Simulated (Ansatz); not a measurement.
Ansatz (an electronic-structure program) input (CCSD(T)/cc-pV(Q+d)Z):
A basis named .json is the Basis Set Exchange file of that set.

Ansatz 0.2 input:
```yaml
crystal:
  periodic: [false, false, false]
  atoms:
    - {symbol: F, position_ang: [-0.15332582, 1.98249839, -0.01122688]}
    - {symbol: Al, position_ang: [-0.02702592, 0.34944436, -0.00197890]}
    - {symbol: Cl, position_ang: [1.85447790, -0.51897817, -0.00947148]}
    - {symbol: Cl, position_ang: [-1.75263852, -0.79780196, 0.01692840]}
basis:
  gaussian:
    orbitals: cc-pV_Q+d_Z.json
magnetization: {spin_polarized: false}
correlation: {method: ccsd_t, electrons: outside_noble_gas}
```

Output:

```
Functional definition: HF
integrals: 1.51 GiB planned
1534 factors; integrals over basis functions are off by at most 1.0e-3 eV
1.51 GiB of device memory are held for the factors and their scratch space
mean field: 1.31 GiB planned
mean field evaluation 1: about -34303.4375 eV, gradient 3.3e1 eV
mean field evaluation 2: about -34303.5025 eV, gradient 3.3e1 eV
mean field evaluation 4: about -34305.4746 eV, gradient 1.7e0 eV
mean field evaluation 8: about -34305.4985 eV, gradient 1.7e-1 eV
mean field evaluation 16: about -34304.7355 eV, gradient 2.3e1 eV
mean field -34305.49864338 eV, -1260.7038220421 hartree, gradient 2.7e-6 eV, S^2 0.000000; 0 other end points of the search recorded, 0 dependent functions left out
16 core orbitals not correlated
reference -34305.49864338 eV, -1260.7038220421 hartree; 12, 12 occupied and 219, 219 virtual orbitals, 1534 factors
second order -20.75415927 eV of doubles, -0.00000000 eV of singles
coupled cluster: 11.12 GiB planned
cycle   1  -21.06464937 eV  change   -3.1e-1 eV  update   8.1e-2
cycle   2  -21.42234513 eV  change   -3.6e-1 eV  update   2.4e-2
cycle   3  -21.51348222 eV  change   -9.1e-2 eV  update   1.2e-2
cycle   4  -21.50370555 eV  change    9.8e-3 eV  update   2.6e-3
cycle   5  -21.50170575 eV  change    2.0e-3 eV  update   1.1e-3
cycle   6  -21.50207254 eV  change   -3.7e-4 eV  update   3.0e-4
cycle   7  -21.50191354 eV  change    1.6e-4 eV  update   8.9e-5
cycle   8  -21.50188412 eV  change    2.9e-5 eV  update   2.4e-5
perturbative correction -0.87032778 eV, -0.0319839560 hartree
Total energy: -34327.87085529 eV, -1261.5259856652 hartree
```
